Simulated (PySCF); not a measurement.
C6H6S.
Numbering: `[CH2:1]=[CH:2][c:3]1[cH:4][cH:5][s:6][cH:7]1` (hydrogens: H8, H9 on C1; H10 on C2; H11 on C4; H12 on C5; H13 on C7)

Torsions of this conformer, `[CH2:1]=[CH:2][c:3]1[cH:4][cH:5][s:6][cH:7]1`: C1–C2–C3–C4 0°.

The closed-shell ground state was solved at several levels (PySCF, density fitting, gas phase, non-relativistic). One conformer (not necessarily the lowest) at the PBE0-D3(BJ)/def2-SVP geometry, without solvent, vibrations or thermal averaging.

| level | basis functions | HOMO (eV) | LUMO (eV) | gap (eV) | dipole (D) |
| --- | --- | --- | --- | --- | --- |
| CAM-B3LYP/def2-SVPD | 195 | -7.65 | 0.21 | 7.86 | 0.29 |
| wB97X-D/pcSseg-2 | 343 | -8.16 | 0.84 | 9.00 | 0.27 |

Q: Estimate the row for PBE0/pcSseg-1, a basis of 156 functions; the other rows only guide the guess.

A: HOMO -6.49 eV, LUMO -0.82 eV, gap 5.67 eV, dipole 0.26 D.

Q: Over all these levels, which gives the widest orbital gap and which the narrowest?

A: wB97X-D/pcSseg-2 (range-separated hybrid) has the widest, 9.00 eV, and PBE0/pcSseg-1 (global hybrid, 25 % exact exchange) the narrowest, 5.67 eV. Functional and basis both differ between the two, so the spread mixes both effects.

Q: How far do the dipole and the HOMO energy spread over the levels?

A: The dipole runs from 0.26 to 0.29 D (mean 0.28 D) and the HOMO from -8.16 to -6.49 eV.
